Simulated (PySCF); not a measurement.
SMILES C[CH](C)[Zn][GeH3], GFN2-xTB optimised geometry.

```
15

Zn    -0.11    -0.49     0.00
C      1.95    -0.49     0.00
C      2.44     0.23     1.25
C      2.44     0.24    -1.25
H      2.41    -1.48     0.00
H      3.53     0.32     1.24
H      2.03     1.24     1.32
H      2.17    -0.31     2.16
H      2.17    -0.29    -2.16
H      3.53     0.33    -1.23
H      2.03     1.25    -1.31
Ge    -2.46     0.24     0.00
H     -2.83     1.48     0.78
H     -3.12     0.59    -1.32
H     -3.53    -0.68     0.54
```

Density from PBE0/def2-TZVP (PySCF) at that geometry.

Minimum of the electron density along straight lines between bonded atoms, close to the bond critical point (lines longer than 1.1 times the sum of covalent radii, or with two minima, are not listed):

| bond | length / Å | ρ at the minimum / e bohr⁻³ | ∇²ρ there / e bohr⁻⁵ | position (fraction from the first atom) |
|---|---|---|---|---|
| Zn1–C2 | 2.060 | 0.094 | 0.17 | 0.48 |
| C2–C3 | 1.531 | 0.241 | -0.58 | 0.50 |
| C2–C4 | 1.531 | 0.241 | -0.58 | 0.50 |
| C2–H5 | 1.093 | 0.277 | -0.93 | 0.64 |
| C3–H6 | 1.093 | 0.275 | -0.93 | 0.64 |
| C3–H7 | 1.091 | 0.277 | -0.94 | 0.64 |
| C3–H8 | 1.090 | 0.278 | -0.95 | 0.64 |
| C4–H9 | 1.090 | 0.278 | -0.95 | 0.64 |
| C4–H10 | 1.093 | 0.275 | -0.93 | 0.64 |
| C4–H11 | 1.091 | 0.277 | -0.94 | 0.64 |
| Zn1–Ge12 | 2.463 | 0.066 | 0.02 | 0.46 |
| Ge12–H13 | 1.512 | 0.135 | 0.09 | 0.59 |
| Ge12–H14 | 1.511 | 0.136 | 0.10 | 0.59 |
| Ge12–H15 | 1.510 | 0.136 | 0.10 | 0.59 |
